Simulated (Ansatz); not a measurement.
Sn5S5, relaxed as a singlet with RKS PBE0-D4/def2-SVP in Ansatz, starting from the GFN2-xTB geometry. Force threshold 0.03 eV/Å.

In the def2 sets Sn takes a core potential; there is no spin–orbit coupling. The structure comes from a short search, and lower isomers may exist.

Start:

```xyz
10

Sn   -1.794   -1.315    1.330
Sn   -2.158    0.614   -1.684
Sn    0.498    2.399    0.039
Sn    1.224   -0.672   -2.013
Sn    2.417   -0.938    2.270
S    -1.660    1.269    0.762
S     0.098    1.625   -2.400
S     0.222   -1.759    2.700
S     2.127    0.395    0.160
S    -0.975   -1.620   -1.165
```

| step | energy (eV) | largest force component (eV/Å) | SCF passes |
| --- | --- | --- | --- |
| 1 | -83312.6341 | 0.643 | 17 |
| 2 (rejected) | -83312.6221 | 0.643 | 20 |
| 3 | -83312.7073 | 0.311 | 20 |
| 4 | -83312.7259 | 0.123 | 20 |
| 5 | -83312.7280 | 0.030 | 22 |

Force components are those of the run's own axes.

End:

```xyz
10

Sn   -1.796   -1.286    1.286
Sn   -2.222    0.607   -1.695
Sn    0.517    2.405    0.048
Sn    1.245   -0.677   -2.009
Sn    2.419   -0.953    2.293
S    -1.692    1.294    0.790
S     0.067    1.632   -2.419
S     0.222   -1.777    2.731
S     2.233    0.420    0.163
S    -0.994   -1.664   -1.188
```

By distances, no bond broke or formed. The bond that changes most is Sn1–S8, from 2.48 to 2.53 Å (atoms count from 1).

No frequencies were taken in this run, so the end may be a saddle point.

Run time 58 s (4 threads of Arm Neoverse V2 on a shared host), peak host memory 1.1 GiB.
